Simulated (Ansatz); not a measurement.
Z-matrix (Å, degrees):
```
Ga
Ga 1 2.459
H 1 1.578 2 122.1
H 1 1.578 2 122.1 3 -179.9
H 2 1.578 1 122.2 3 -90.1
H 2 1.578 1 122.0 3 89.9
```

Charge 0, multiplicity 1.

(1) List the ωB97M-V/def2-TZVPP orbital energies in eV (Ansatz 0.2.0). (Best estimate.)

Results:

(1) The calculation gave: Occupied: -10153.56, -10153.56, -1257.10, -1257.10, -1111.28, -1111.28, -1111.18, -1111.18, -1111.17, -1111.17, -154.38, -154.38, -106.91, -106.91, -106.61, -106.59, -106.59, -106.59, -26.02, -25.94, -25.88, -25.88, -25.84, -25.81, -25.74, -25.65, -25.65, -25.46, -15.73, -14.10, -10.73, -10.73, -9.05. Lowest empty: -0.29, -0.28, 2.05, 3.09, 3.64, 4.23, 4.24, 5.12.
